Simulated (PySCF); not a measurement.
# From a computed spectrum to the compound

A species of 9 atoms with charge 0 has these harmonic modes (PBE0, small Gaussian bases with core potentials, PySCF 2.14.0):

| cm⁻¹ | km/mol | symmetry |
| --- | --- | --- |
| 47 | 1.7 |  |
| 48 | 1.6 |  |
| 56 | 0.5 |  |
| 76 | 0.0 |  |
| 81 | 0.0 |  |
| 126 | 26.9 |  |
| 127 | 27.1 |  |
| 213 | 5.8 |  |
| 215 | 0.6 |  |
| 322 | 0.0 |  |
| 332 | 49.1 |  |
| 339 | 74.9 |  |
| 339 | 74.9 |  |
| 432 | 0.0 |  |
| 443 | 51.4 |  |
| 443 | 51.4 |  |
| 458 | 14.2 |  |
| 2690 | 1.3 |  |
| 2690 | 14.0 |  |
| 2690 | 14.0 |  |
| 2691 | 0.1 |  |

Which species is it, and in which structure?

Ce(SH)4 (singlet):
```xyz
9

Ce    0.0000    0.0000    0.0000
S     1.6357    1.3245    1.5111
H     2.7341    1.0115    0.7812
S    -1.6357   -1.3245    1.5111
H    -2.7341   -1.0115    0.7812
S     1.3245   -1.6357   -1.5111
H     1.0114   -2.7341   -0.7810
S    -1.3245    1.6357   -1.5111
H    -1.0114    2.7341   -0.7810
```
Ideal gas at 298.15 K and 1 bar: S = 471.0 J/(mol K), Cp = 155.8 J/(mol K), H − H(0 K) = 33.8 kJ/mol (rigid rotor, harmonic modes, spin degeneracy alone; the modes under 60 cm⁻¹ make these uncertain). 
 The answer isn't unique; the calculation gave this one.
